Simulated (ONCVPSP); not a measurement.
Which change was made? (He, ONCV)

- Element: helium
- Generator: ONCVPSP 4.0.1
- Type: optimised norm-conserving Vanderbilt (ONCV)
- Functional: LDA (Perdew-Wang 92)
- Relativity: scalar-relativistic
- Frozen core: none
- Valence charge: 2
- Reference configuration: 1s1 (charge +1)
- Partial waves: 1s: rc 0.70 bohr, ncon 4, nbas 8, qcut 14.7 1/bohr, 2 projectors, debl 2 Ha; p scattering state at 0.41 Ha: rc 0.55 bohr, ncon 3, nbas 7, qcut 13.9 1/bohr, 2 projectors, debl 2.2 Ha
- Local potential: polynomial inside 0.45 bohr (lpopt 5, dvloc0 6 Ha)
- Core correction: none

Cutoffs, loose and tight: the cutoffs (Ha) at which the residual kinetic energy of the hardest occupied pseudo-wave falls to 1 and 0.1 mHa per electron. They do not see the model core or the augmentation charge, which bear on the density cutoff. Test errors are all-electron minus pseudo excitation energies from the reference, over the configurations 1s2; 1s1.5; variants that change the core or the reference have their own tests.

The base gives: outcome: generated; cutoff, loose: 68 Ha; cutoff, tight: 87 Ha; bound ghosts: none; GHOST(+) flags above zero: none; largest test error (meV): +12.

Problem. After one change the result is: outcome: generated; cutoff, loose: 54 Ha; cutoff, tight: 267 Ha; bound ghosts: none; GHOST(+) flags above zero: none; largest test error (meV): +22. Which change was it?
A. s: qcut 10.6
B. s: qcut 22.3
C. s: qcut 9.3

Solution. A. The others give: s: qcut 9.3 → outcome: generated; cutoff, loose: 87 Ha; cutoff, tight: 326 Ha; bound ghosts: none; GHOST(+) flags above zero: none; largest test error (meV): +27 | s: qcut 22.3 → outcome: generated; cutoff, loose: 93 Ha; cutoff, tight: 128 Ha; bound ghosts: none; GHOST(+) flags above zero: none; largest test error (meV): +5.2.
